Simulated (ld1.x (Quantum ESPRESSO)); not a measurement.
## Transferability test, ultrasoft potential for Ga

```json
{
  "Element": "gallium (Ga)",
  "Generator": "ld1.x (Quantum ESPRESSO) 7.5",
  "Type": "ultrasoft",
  "Functional": "PBEsol",
  "Relativity": "fully relativistic",
  "Frozen core": "[Ar]",
  "Valence charge": "13",
  "Reference configuration": "3d10 4s2 4p0.5 (charge +0.5)",
  "Partial waves": "4s (bound): rcut 1.45, rcutus 1.55 bohr; 4s channel at 3 Ry: rcut 1.45, rcutus 1.55 bohr; 4p (bound): rcut 2.25, rcutus 2.55 bohr; 4p channel at 1.35 Ry: rcut 2.25, rcutus 2.55 bohr; 3d (bound): rcut 0.70, rcutus 0.85 bohr; 3d channel at -1.25 Ry: rcut 0.70, rcutus 0.85 bohr",
  "Local potential": "all-electron potential smoothed inside 1.60 bohr (lloc = -2)",
  "Core correction": "a·sin(br)/r model core, default radius (core density twice the valence density)",
  "Augmentation charge": "built from norm-conserving waves at rcut, not smoothed further"
}
```

Open shells are filled in proportion to 2j + 1 (rel_dist='average').

Energies are relative to the spin-unpolarised reference configuration 3d10 4s2 4p0.5; without spin polarisation the order of configurations can differ from experiment.

```csv
valence configuration,charge,ΔE all-electron (eV),error AE − PS (meV)
3d10 4s2 4p1,0,-2.028,-0.5
3d10 4s2 4p0,+1,3.654,-0.4
3d10 4s1 4p0,+2,24.789,-13
3d10 4s1 4p2,0,4.522,-1.3
3d10 4s0 4p0,+3,55.911,-62
3d9 4s0 4p0,+4,119.755,-150
3d9 4s2 4p1,+1,25.681,-305
```
